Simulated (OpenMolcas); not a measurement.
**GaCNCl2 (SMILES N#[C][Ga]([Cl])[Cl]): the energy, rung by rung**

The species is GaCNCl2 (5 atoms), meant as a singlet with charge 0. As SMILES, `N#[C][Ga]([Cl])[Cl]`. The coordinates come from a PBE0-D4/def2-TZVP relaxation.

```xyz
5

N     0.9096   -1.3181    1.9140
C     0.4935   -0.7150    1.0252
Ga   -0.1994    0.2887   -0.4557
Cl   -1.7355   -0.5262   -1.6432
Cl    0.5817    2.1970   -0.8818
```

Quantity: the energy change with the C2–Ga3 bond stretched from 1.918 to 2.494 Å, in eV. The values are calculated.

| level | kind | program | value (eV) | less CCSD(T)/cc-pVDZ | CPU time (all runs) |
| --- | --- | --- | --- | --- | --- |
| HF/cc-pVDZ (restricted) | Hartree–Fock | OpenMolcas | 1.44 | +0.12 | 27 s |
| SVWN5/cc-pVDZ (restricted) | LDA | OpenMolcas | 1.41 | +0.09 | 51 s |
| revPBE/cc-pVDZ (restricted) | GGA | OpenMolcas | 1.13 | -0.19 | 70 s |
| M06-L/cc-pVDZ (restricted) | meta-GGA | OpenMolcas | 1.25 | -0.07 | 85 s |
| TPSS/cc-pVDZ (restricted) | meta-GGA | OpenMolcas | 1.22 | -0.10 | 97 s |
| M06-2X/cc-pVDZ (restricted) | hybrid meta-GGA | OpenMolcas | 1.34 | +0.02 | 77 s |
| B2PLYP/cc-pVDZ (restricted) | double hybrid | OpenMolcas | 1.35 | +0.03 | 53 s |
| MP2/cc-pVDZ (restricted) | perturbation theory | OpenMolcas | 1.41 | +0.09 | 22 s |
| CCSD(T)/cc-pVDZ (restricted) | coupled cluster or CI | OpenMolcas | 1.32 | 0.00 | 3.3 min |

CCSD(T)/cc-pVDZ (restricted) is the highest level here, not the true value. All-electron rows without a relativistic Hamiltonian named are non-relativistic. The first shape isn't each level's own minimum. The values span 1.13 to 1.44 eV. In the correlated wave-function rows the outer d shell of Ga is correlated, in sets not made for it. CPU times are rough (shared hosts, several kinds of processor and program).
